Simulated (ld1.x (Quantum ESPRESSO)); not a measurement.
# silicon (Si): one change to a TM potential, before and after

silicon (Si), norm-conserving Troullier–Martins (Kleinman–Bylander form), made with ld1.x (Quantum ESPRESSO) 7.5 (PBE, scalar-relativistic). Core [Ne], reference 3s2 3p2. Waves: 3p (bound): rc 2.05 bohr; 3s (bound): rc 1.85 bohr. Local part: the s channel. Core correction: a·sin(br)/r model core, default radius (core density twice the valence density).

Change: all radii but the core radius scaled by about 1.37 (s 2.54, p 2.82 bohr).

Cutoffs: the cutoffs (Ry, on a coarse ladder) from which the occupation-weighted sum of valence levels, in a spherical-Bessel basis at the reference potential, stays within 10 and 1 mRy of its value at 400 Ry; they do not see the model core or the augmentation charge, which bear on the density cutoff. Errors are all-electron minus pseudo energies relative to the spin-unpolarised reference configuration.

Q: What does the change do?

A: The potential gets softer (15 Ry and 35 Ry → 10 Ry and 21 Ry); of the 7 tests that both files solve, the error grows in 5 and shrinks in 2 by more than 15 % and 0.3 meV (median size 5.0 → 16.5 meV); neither file shows a bound ghost. A larger radius leaves more room for a smooth pseudo-wave, so fewer plane waves are needed.

| quantity | base | changed |
| --- | --- | --- |
| cutoff, loose | 15 Ry | 10 Ry |
| cutoff, tight | 35 Ry | 21 Ry |
| loose cutoff by channel (10 mRy a level) | p 6 Ry, s 12 Ry | p 6 Ry, s 8 Ry |
| bound ghosts | none | none |
| error for 3s2 3p1, meV [ΔE 7.74 eV] | +2.7 | +8.9 |
| error for 3s2 3p0, meV [ΔE 23.73 eV] | +19 | +48 |
| error for 3s1 3p0, meV [ΔE 57.70 eV] | +74 | +58 |
| error for 3s2 3p1.5, meV [ΔE 2.92 eV] | +0.4 | +1.7 |
| error for 3s1 3p3, meV [ΔE 6.81 eV] | -1.3 | -16 |
| error for 3s1 3p2, meV [ΔE 15.17 eV] | +5.9 | -2.9 |
| error for 3s0 3p4, meV [ΔE 13.78 eV] | -5.0 | -71 |
